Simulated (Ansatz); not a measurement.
Start from `F[SiH](Cl)C#[C][GeH3]` and change one atom or group to get `F[SiH2]C#[C][GeH3]`.

Ansatz, PBE0-D4/def2-TZVP geometries, multiplicity 1. 

Scalar relativity is left out up to krypton.

```csv
property,`F[SiH](Cl)C#[C][GeH3]`
HOMO–LUMO gap (PBE0/def2-TZVPP) / eV,7.46
size of the dipole moment (B3LYP/def2-TZVPP) / D,2.44
HOMO energy (ωB97M-V/def2-TZVPP) / eV,-10.76
LUMO energy (ωB97M-V/def2-TZVPP) / eV,0.90
HOMO–LUMO gap (ωB97M-V/def2-TZVPP) / eV,11.66
HOMO energy (PBE/def2-TZVPP) / eV,-7.35
```

Give the same properties after the change, and the shifts. (An estimate is asked.)

Ansatz gave: 
```json
{"property": "HOMO–LUMO gap (PBE0/def2-TZVPP) / eV", "`F[SiH2]C#[C][GeH3]`": "7.24", "shift": "-0.22"}
{"property": "size of the dipole moment (B3LYP/def2-TZVPP) / D", "`F[SiH2]C#[C][GeH3]`": "1.90", "shift": "-0.54"}
{"property": "HOMO energy (ωB97M-V/def2-TZVPP) / eV", "`F[SiH2]C#[C][GeH3]`": "-10.49", "shift": "0.27"}
{"property": "LUMO energy (ωB97M-V/def2-TZVPP) / eV", "`F[SiH2]C#[C][GeH3]`": "0.89", "shift": "-0.01"}
{"property": "HOMO–LUMO gap (ωB97M-V/def2-TZVPP) / eV", "`F[SiH2]C#[C][GeH3]`": "11.38", "shift": "-0.28"}
{"property": "HOMO energy (PBE/def2-TZVPP) / eV", "`F[SiH2]C#[C][GeH3]`": "-7.10", "shift": "0.25"}
```

With PBE0 the HOMO rises by 0.26 eV and the LUMO rises by 0.05 eV, so the gap narrows by about 0.21 eV. PBE moves the HOMO by 0.25 eV and ωB97M-V by 0.27 eV. Dipoles are sizes alone; their direction can turn.

B3LYP here is the variant with VWN-RPA as its local correlation; programs differ in this.
